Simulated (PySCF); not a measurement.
## Spectroscopy problems

Theoretical values (PySCF 2.14): GIAO PBE0/pcSseg-1 shieldings, geometry from PBE0-D3(BJ)/def2-SVP. No relativistic terms, a single conformation, one averaged value for each set of equivalent atoms, gas phase.

References, each an isolated molecule treated in the same way: TMS for 1H and 13C. Splittings of carbon signals by F and P are missing where no couplings were computed. Where no couplings were computed, multiplicities follow the n + 1 count of equivalent neighbours, and m marks all less simple cases (inequivalent or close neighbours, rings, F or P nearby). Shifts are as computed. Against solution values, carbons near 30 ppm lie about +2 ppm off and those near 130 ppm about +5 ppm. Of 1313 compounds with measured shifts, 239 miss one by over three times the rms of a fit or turn the order of signals round; such compounds aren't used in these exercises. OH and NH positions are gas-phase values without hydrogen bonding to other molecules.

(1) C$_{7}$H$_{12}$O. 1H NMR (400 MHz, computed): δ 5.29 (m, 1H), 5.20 (m, 1H), 3.17 (s, 3H), 2.90 (m, 1H), 2.36 (m, 1H), 1.94 (m, 1H), 1.70 (m, 1H), 1.18 (s, 3H). 13C{1H} NMR (computed): δ 159.1 (C), 113.7 (CH2), 82.2 (C), 50.5 (CH3), 34.8 (CH2), 31.0 (CH2), 18.6 (CH3). Identify the compound.

(2) C$_{7}$H$_{10}$NOP. 1H NMR (400 MHz, computed): δ 7.79 (m, 1H), 7.59 (m, 1H), 6.70 (m, 1H), 1.72 (m, 1H), 1.58 (m, 1H), 1.22 (m, 3H), 1.19 (m, 1H), -1.99 (br s, 1H). 13C{1H} NMR (computed): δ 151.2 (CH), 147.6 (C), 133.0 (CH), 117.9 (CH), 21.8 (CH), 19.0 (CH2), 14.6 (CH3). Identify the compound.

Results:

(1) SMILES C=C1CC[C@@]1(C)OC. Rings plus π bonds: 2 (1 ring in the answer). 7 carbon signals for 7 carbons: no two carbons are equivalent. Carbon types of the structure: 2 × C, 3 × CH2, 2 × CH3, which accounts for all hydrogens. δC 159.1: fully substituted alkene carbon; an sp2 carbon of a C=C bond. δC 113.7: terminal =CH2 carbon; the olefinic region. δC 82.2: allylic fully substituted sp3 carbon bonded to O; pulled downfield by the heteroatom. δH 5.29, 5.20: hydrogen on a terminal =CH2 carbon; olefinic region.

The shifts were computed for this structure.

(2) `C[C@@H]1C[P@]1(=N)c1ccco1`. 7 carbon signals for 7 carbons: no two carbons are equivalent. Carbon types of the structure: 1 × C, 4 × CH, 1 × CH2, 1 × CH3, leaving 1 H on heteroatoms. δC 151.2: aromatic CH next to the ring oxygen. δC 147.6: substituted aromatic carbon next to the ring oxygen. δC 133.0, 117.9: aromatic CH. δH -1.99: hydrogen on a nitrogen bonded to P; exchangeable; this is the value without hydrogen bonding to other molecules.

This is the structure that produced the data.
